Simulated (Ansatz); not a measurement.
A made-up structure of AlGeH₃O, singlet:

```
6
angstrom
O 1.0599 -0.3833 0.5658
Al -0.2015 -1.0860 -0.2605
Ge -0.2209 0.7859 -0.0245
H -0.4484 -2.3077 -0.5654
H 0.5780 1.6482 -1.0149
H -0.7670 1.3430 1.2996
```

It is relaxed with PBE-D4/def2-SVP and then PBE0-D4/def2-TZVP (Ansatz 0.2.0). Atoms count as bonded within 1.22 times the sum of their covalent radii (H–H: 0.88 Å). The end point is not checked to be a true minimum.

Problem. Does its bonding change? (Judge from chemistry; the calculation decides.)

Solution. The calculation gives: No: no bond forms or breaks.

Where it ends: The first stage lowers the energy by 3.44 eV in 7 steps. It ends as AlGeH₃O ([O]1[AlH][GeH2]1):
```xyz
6
angstrom
O 0.9779 -0.4267 0.5121
Al -0.2040 -1.3467 -0.2963
Ge -0.1927 0.9592 0.0146
H -0.4525 -2.8629 -0.6409
H 0.5587 1.9800 -0.8666
H -0.6874 1.6971 1.2771
```

Labels in which every atom is bracketed show which atoms are joined, not bond orders.

For scale, one of the runs: PBE0-D4/def2-TZVP relaxation, 134 basis functions, launched by `ansatz run in.yaml --threads 2 --pin off --events-out ev --progress --plain --max-ram 4352MiB`. Hardware: 2 CPU threads of an Arm Neoverse V2, shared host. Wall time about 13 s.
